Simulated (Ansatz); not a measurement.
The inner images of a band of BCl2F + H2 (6 atoms, charge 0, multiplicity 1) are given out of order.

These are results of RKS r2SCANh-D4/def2-SVP (Ansatz), not measurements.

First end point:

```xyz
6
Properties=species:S:1:pos:R:3
B 0.023 0.494 0.117
Cl -0.034 0.968 1.796
Cl 1.509 0.547 -0.795
F -1.078 0.102 -0.476
H 0.353 -2.479 0.550
H 0.288 -2.238 1.264
```

Last end point:

```xyz
6
Properties=species:S:1:pos:R:3
B 0.122 -0.374 -0.597
Cl 0.086 -0.095 2.484
Cl 1.510 0.631 -0.954
F -1.079 0.145 -0.698
H 0.258 -1.540 -0.350
H 0.164 -1.374 2.571
```

Question: Put them in order from the first end to the last, with their energies above the first end.
A.
```xyz
6
Properties=species:S:1:pos:R:3
B 0.107 -0.315 0.024
Cl 0.078 0.168 2.085
Cl 1.576 0.294 -0.738
F -1.090 -0.030 -0.463
H 0.225 -1.592 0.294
H 0.163 -1.132 1.254
```
B.
```xyz
6
Properties=species:S:1:pos:R:3
B 0.072 0.008 0.205
Cl 0.016 0.480 1.948
Cl 1.544 0.281 -0.726
F -1.071 -0.114 -0.442
H 0.282 -1.783 0.381
H 0.217 -1.477 1.090
```
C.
```xyz
6
Properties=species:S:1:pos:R:3
B 0.040 0.299 0.171
Cl -0.022 0.756 1.859
Cl 1.524 0.368 -0.750
F -1.065 -0.054 -0.439
H 0.326 -2.114 0.453
H 0.257 -1.862 1.162
```
D.
```xyz
6
Properties=species:S:1:pos:R:3
B 0.114 -0.409 -0.473
Cl 0.067 -0.050 2.523
Cl 1.536 0.522 -0.879
F -1.074 0.125 -0.625
H 0.215 -1.558 -0.138
H 0.203 -1.236 2.048
```
E.
```xyz
6
Properties=species:S:1:pos:R:3
B 0.115 -0.439 -0.289
Cl 0.089 0.009 2.347
Cl 1.554 0.414 -0.785
F -1.080 0.055 -0.503
H 0.218 -1.586 0.088
H 0.164 -1.058 1.598
```

Answer: C (+0.07 eV), B (+0.55 eV), A (+1.49 eV), E (+0.87 eV), D (+0.67 eV).

Time of the run: 3.3 min on 2 threads of Intel(R) Xeon(R) Platinum 8259CL CPU @ 2.50GHz (Skylake/Cascade Lake) (shared host), peak memory 0.18 GiB.
